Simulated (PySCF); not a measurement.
Compound: transoidal hexafluoroacetone imine, C3HF6N.
Z-matrix (Å and degrees, PBE0-D3(BJ)/def2-SVP geometry), rows numbered from 1:
```
N 
C   1  1.2570
C   2  1.5261  1  119.31
F   3  1.3171  2  111.30  1    -7.22
F   3  1.3326  2  110.11  1   113.32
F   3  1.3332  2  110.20  1  -127.81
C   2  1.5294  1  124.27  3  -179.84
F   7  1.3273  2  110.89  1   111.26
F   7  1.3331  2  109.76  1    -8.02
F   7  1.3271  2  111.33  1  -127.96
H   1  1.0263  2  110.67  3  -179.11
```

All values: PBE0/pcSseg-1 and B3LYP/def2-SVPD (PySCF, non-relativistic), on one gas-phase PBE0-D3(BJ)/def2-SVP geometry that isn't relaxed in the solvent. The solvent is an IEF-PCM continuum (Bondi radii, 1.10 Å for H, scaled by 1.2). Only the electrostatic response of the medium enters.

Gas phase at PBE0/pcSseg-1: HOMO -9.33 eV, LUMO -2.10 eV, dipole 1.67 D.

Problem. What does the continuum do to the energy, the frontier levels and the dipole at PBE0/pcSseg-1 in acetonitrile and dimethylsulfoxide?

Solution. 
```json
{"solvent": "acetonitrile", "ε": "35.69", "E(solvent) − E(gas) (kJ/mol)": "-17.86", "polarisation term (kJ/mol)": "-19.73", "distortion of the solute (kJ/mol)": "1.87", "HOMO (eV)": "-9.15", "LUMO (eV)": "-1.83", "dipole (D)": "2.06"}
{"solvent": "dimethylsulfoxide", "ε": "46.83", "E(solvent) − E(gas) (kJ/mol)": "-18.08", "polarisation term (kJ/mol)": "-20.00", "distortion of the solute (kJ/mol)": "1.92", "HOMO (eV)": "-9.15", "LUMO (eV)": "-1.83", "dipole (D)": "2.06"}
```

Polarisation term: ½ Σ q·V over the induced surface charges. Distortion: the rise of the solute's own energy as its density leaves the gas-phase optimum. From acetonitrile to dimethylsulfoxide the lowering changes by a factor 1.01, Onsager's factor (ε − 1)/(2ε + 1) by 1.01 and ε itself by 1.3.

Problem. Which radius a makes the point-dipole formula ΔE = −[(ε − 1)/(2ε + 1)]·μ²/a³ give the value in dimethylsulfoxide, with the gas-phase dipole?

Solution. μ = 0.658 au and |ΔE| = 0.00689 Eh give a = 1.65 Å; the farthest nucleus lies 2.47 Å from the centroid of the nuclei, so such a sphere wouldn't even hold the nuclei. The formula assumes a rigid point dipole at the centre of a sphere.

Problem. Which Hirshfeld charges (PBE0/pcSseg-1) respond most in acetonitrile (means over atoms taken as equivalent)?

Solution. 
```tsv
atoms	environment	gas (e)	solvent (e)	change
H11	N–H hydrogen	+0.119	+0.134	+0.015
N1	imine nitrogen	-0.177	-0.186	-0.009
C7	CF3 carbon	+0.253	+0.258	+0.005
C2	imine carbon	+0.032	+0.037	+0.005
F4/F5/F6	fluorine of a CF3 group	-0.082	-0.086	-0.004
F8/F9/F10	fluorine of a CF3 group	-0.078	-0.079	-0.001
C3	CF3 carbon	+0.252	+0.253	+0.001
```

Problem. Which Mayer bond orders change most in acetonitrile?

Solution. 
```csv
bond,length (Å),gas,solvent,change
C3–F4,1.317,1.053,1.043,-0.010
C2–C3,1.526,0.872,0.881,+0.009
C2–C7,1.529,0.865,0.873,+0.008
N1–C2,1.257,2.132,2.125,-0.007
N1–H11,1.026,0.914,0.907,-0.007
C7–F8,1.327,1.020,1.014,-0.006
C7–F9,1.333,0.988,0.994,+0.006
C7–F10,1.327,1.022,1.016,-0.006
```

Problem. How do the nuclear quadrupole coupling constants eQVzz/h respond in acetonitrile?

Solution. 
| nucleus | Q (barn) | gas (MHz) | solvent (MHz) | η gas | η solvent |
| --- | --- | --- | --- | --- | --- |
| 14N at N1 | 0.02044 | -5.26 | -5.18 | 0.70 | 0.76 |

Gas phase at B3LYP/def2-SVPD: HOMO -9.16 eV, LUMO -2.54 eV, dipole 1.64 D.

Problem. What does the continuum do to the energy, the frontier levels and the dipole at B3LYP/def2-SVPD in acetonitrile and dimethylsulfoxide?

Solution. 
```json
{"solvent": "acetonitrile", "ε": "35.69", "E(solvent) − E(gas) (kJ/mol)": "-17.61", "polarisation term (kJ/mol)": "-20.06", "distortion of the solute (kJ/mol)": "2.45", "HOMO (eV)": "-8.96", "LUMO (eV)": "-2.24", "dipole (D)": "2.11"}
{"solvent": "dimethylsulfoxide", "ε": "46.83", "E(solvent) − E(gas) (kJ/mol)": "-17.83", "polarisation term (kJ/mol)": "-20.35", "distortion of the solute (kJ/mol)": "2.52", "HOMO (eV)": "-8.96", "LUMO (eV)": "-2.24", "dipole (D)": "2.11"}
```

Problem. How does the static polarisability (B3LYP/def2-SVPD, frozen core, with the continuum's full static response) change?

Solution. 
```csv
medium,isotropic (au),principal values (au),⟨r²⟩ of the electrons (bohr²)
gas,48.8,"41.4, 49.9, 55.2",1199.4
acetonitrile,60.9,"52.1, 59.6, 70.9",1199.9
dimethylsulfoxide,61.0,"52.2, 59.7, 71.1",1199.9
```

The isotropic value in dimethylsulfoxide is 1.25 times the gas-phase one; no cavity-field correction is applied. ⟨r²⟩ is taken about the centre of nuclear charge.

On an Arm Neoverse V2 with one thread (shared host), this took 21 s wall. This is the whole shielding run at PBE0/pcSseg-1 in dimethylsulfoxide, SCF included.
